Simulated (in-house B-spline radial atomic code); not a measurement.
**Yb2+: [Kr] 4d10 4f14 5s1 (5p1/2)2 (5p3/2)3 6s2 (with a hole in an inner shell)**

Level of theory: Dirac-Hartree-Fock, average of the jj configuration, Fermi nucleus of rms radius 5.3108 fm; calculated with a radial B-spline atomic code at the basis-set limit.

Effective charges: Z_r = [3n² - l(l+1)]/(2<r>) from the radius, Z_e = n√(-2ε) from the energy, and Slater's rules. Values are occupation-weighted means over j. An effective charge above Z reflects the relativistic contraction of the inner shells.

```
shell  electrons   ε (eV)  <r> (bohr)    Z_r    Z_e  Slater
   1s          2   -61735     0.01966  76.30  67.36   69.70
   2s          2   -10611     0.08268  72.56  55.85   65.85
   2p          6  -9398.6     0.07377  67.78  52.57   65.85
   3s          2  -2468.5      0.2157  62.59  40.41   58.75
   3p          6  -2092.1       0.215  58.13  37.20   58.75
   3d         10    -1609       0.196  53.56  32.62   48.85
   4s          2  -535.68      0.4894  49.04  25.10   42.25
   4p          6  -409.14      0.5183  44.37  21.93   42.25
   4d         10  -234.13      0.5626  37.33  16.59   30.85
   5s          1  -93.007       1.216  30.84  13.07   13.05
   5p          5   -58.88       1.398  26.11  10.40   13.05
   4f         14  -42.001      0.7258  24.80   7.03   19.45
   6s          2  -20.877       3.092  17.46   7.43    4.55
```

The least bound orbital is 6s1/2 at -20.88 eV, and it is also the most diffuse (<r> = 3.092 bohr). The part-filled 5s shell lies below the filled 6s shell in orbital energy.

For the 1s electron the small component carries 6.9 % of the norm, the zero-frequency Breit interaction raises the level by 202.3 eV, self-energy by 124.3 eV, and vacuum polarisation lowers it by 22.14 eV.
